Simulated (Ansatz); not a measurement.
`CB(C)C[SiH3]` + `BO[SiH2]F` → `BB(C)C[SiH3]` + `CO[SiH2]F`  (redistribution)

Calculated with Ansatz (gas phase, PBE0-D4/def2-TZVP geometries, no zero-point term in ΔE). CCSD(T)/CBS adds triple-zeta CCSD(T) − MP2 to the extrapolated MP2 energy (def2 sets, frozen cores). DFT in def2-TZVPP. B3LYP here is the variant with VWN-RPA as its local correlation; programs differ in this. Each species was taken in one conformer, which may not be the lowest.

Is it downhill or uphill in electronic energy at CCSD(T)/CBS, and by how much? (An estimate is asked.)

Ansatz gave: Uphill: ΔE = +253.8 kJ/mol.

What do these levels give: PBE-D4, PBE0-D4, ωB97X-V, ωB97M-V, PBE, B3LYP, HF/def2-TZVPP, CCSD(T)/def2-TZVPP, HF/def2-QZVPP, MP2/def2-QZVPP, HF/CBS(def2), CCSD/CBS(def2)? (Estimate.)

Ansatz gave: PBE-D4 239.2, PBE0-D4 244.8, ωB97X-V 245.0, ωB97M-V 254.0, PBE 238.7, B3LYP 246.5, HF/def2-TZVPP 251.8, CCSD(T)/def2-TZVPP 253.3, HF/def2-QZVPP 252.5, MP2/def2-QZVPP 264.1, HF/CBS(def2) 252.6, CCSD/CBS(def2) 253.2 kJ/mol.

Largest T1 diagnostic among the species: 0.013.

From PBE to PBE0 (25 % exact exchange), in def2-TZVPP and without D4, ΔE moves by +5.7 kJ/mol.
